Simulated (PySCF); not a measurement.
Compound: C5H12Si.
Bonds: C1–C2, C2–C3, C3–Si4, Si4–C5, C5–C6, C1–C6. Hydrogens: H7, H8 on C1; H9, H10 on C2; H11, H12 on C3; H13, H14 on Si4; H15, H16 on C5; H17, H18 on C6.

The same species was optimised twice, with GFN2-xTB and with PBE0-D3(BJ)/def2-SVP (PySCF), and the same property calculations (PySCF, gas phase) were run on both structures.

```tsv
coordinate	GFN2-xTB	PBE0-D3(BJ)/def2-SVP	change
Si4–C5 (Å)	1.900	1.887	-0.013
C3–Si4 (Å)	1.900	1.887	-0.013
C5–C6 (Å)	1.528	1.534	+0.006
C2–C3 (Å)	1.528	1.534	+0.006
C1–C6 (Å)	1.527	1.530	+0.003
C1–C2 (Å)	1.528	1.530	+0.002
C1–C6–C5 (°)	112.6	114.1	+1.5
C1–C2–C3 (°)	112.6	114.0	+1.4
C2–C1–C6 (°)	113.3	114.7	+1.4
C3–Si4–C5 (°)	103.5	104.3	+0.8
Si4–C5–C6 (°)	110.7	110.6	-0.1
C2–C3–Si4 (°)	110.7	110.7	0.0
```

Rotational constants: A = 3640, B = 2942, C = 1827 MHz (GFN2-xTB) against A = 3620, B = 2929, C = 1816 MHz (PBE0-D3(BJ)/def2-SVP). Point groups within 0.08 Å: Cs and Cs. Atoms that the bonding makes alike are paired by their places after alignment.

On the GFN2-xTB structure: lowest singlet, TDDFT (eV) 7.21 [PBE0/def2-SVPD]; lowest triplet, Tamm–Dancoff (eV) 7.01 [PBE0/def2-SVPD]; isotropic polarisability (au) 83.1 [PBE0/def2-SVPD]; HOMO (eV) -7.68 [PBE0/def2-SVPD]; LUMO (eV) 0.65 [PBE0/def2-SVPD]; dipole (D) 0.72 [PBE0/def2-SVPD]; HOMO (eV) -7.73 [PBE0/pcSseg-1]; LUMO (eV) 1.23 [PBE0/pcSseg-1]; dipole (D) 0.62 [PBE0/pcSseg-1]; GIAO shielding of C1 (ppm) 153.4 [PBE0/pcSseg-1]; GIAO shielding of C2/C6 (mean) (ppm) 157.4 [PBE0/pcSseg-1]; GIAO shielding of C3/C5 (mean) (ppm) 175.6 [PBE0/pcSseg-1]; GIAO shielding of Si4 (ppm) 398.3 [PBE0/pcSseg-1].

**Question.** What do these properties become on the PBE0-D3(BJ)/def2-SVP structure?

**Answer.** 
```json
{"property": "lowest singlet, TDDFT (eV)", "level": "PBE0/def2-SVPD", "on GFN2-xTB": "7.21", "on PBE0-D3(BJ)/def2-SVP": "7.23", "change": "+0.02"}
{"property": "lowest triplet, Tamm–Dancoff (eV)", "level": "PBE0/def2-SVPD", "on GFN2-xTB": "7.01", "on PBE0-D3(BJ)/def2-SVP": "7.02", "change": "+0.01"}
{"property": "isotropic polarisability (au)", "level": "PBE0/def2-SVPD", "on GFN2-xTB": "83.1", "on PBE0-D3(BJ)/def2-SVP": "84.6", "change": "+1.5"}
{"property": "HOMO (eV)", "level": "PBE0/def2-SVPD", "on GFN2-xTB": "-7.68", "on PBE0-D3(BJ)/def2-SVP": "-7.73", "change": "-0.05"}
{"property": "LUMO (eV)", "level": "PBE0/def2-SVPD", "on GFN2-xTB": "0.65", "on PBE0-D3(BJ)/def2-SVP": "0.61", "change": "-0.04"}
{"property": "dipole (D)", "level": "PBE0/def2-SVPD", "on GFN2-xTB": "0.72", "on PBE0-D3(BJ)/def2-SVP": "0.87", "change": "+0.15"}
{"property": "energy, GFN2-xTB geometry as zero (kcal/mol)", "level": "PBE0/def2-SVPD", "on GFN2-xTB": "0.0", "on PBE0-D3(BJ)/def2-SVP": "-1.4", "change": "-1.4"}
{"property": "HOMO (eV)", "level": "PBE0/pcSseg-1", "on GFN2-xTB": "-7.73", "on PBE0-D3(BJ)/def2-SVP": "-7.78", "change": "-0.05"}
{"property": "LUMO (eV)", "level": "PBE0/pcSseg-1", "on GFN2-xTB": "1.23", "on PBE0-D3(BJ)/def2-SVP": "1.17", "change": "-0.06"}
{"property": "dipole (D)", "level": "PBE0/pcSseg-1", "on GFN2-xTB": "0.62", "on PBE0-D3(BJ)/def2-SVP": "0.78", "change": "+0.16"}
{"property": "energy, GFN2-xTB geometry as zero (kcal/mol)", "level": "PBE0/pcSseg-1", "on GFN2-xTB": "0.0", "on PBE0-D3(BJ)/def2-SVP": "-1.1", "change": "-1.1"}
{"property": "GIAO shielding of C1 (ppm)", "level": "PBE0/pcSseg-1", "on GFN2-xTB": "153.4", "on PBE0-D3(BJ)/def2-SVP": "153.0", "change": "-0.4"}
{"property": "GIAO shielding of C2/C6 (mean) (ppm)", "level": "PBE0/pcSseg-1", "on GFN2-xTB": "157.4", "on PBE0-D3(BJ)/def2-SVP": "157.0", "change": "-0.4"}
{"property": "GIAO shielding of C3/C5 (mean) (ppm)", "level": "PBE0/pcSseg-1", "on GFN2-xTB": "175.6", "on PBE0-D3(BJ)/def2-SVP": "174.8", "change": "-0.8"}
{"property": "GIAO shielding of Si4 (ppm)", "level": "PBE0/pcSseg-1", "on GFN2-xTB": "398.3", "on PBE0-D3(BJ)/def2-SVP": "393.8", "change": "-4.5"}
```

The heavy atoms differ by 0.024 Å rms after alignment (one structure mirrored). Among bonds between heavy atoms C3–Si4 and Si4–C5 change most and about equally (-0.013 Å). Changes are differences of the printed values. Neither structure is proved a minimum here.
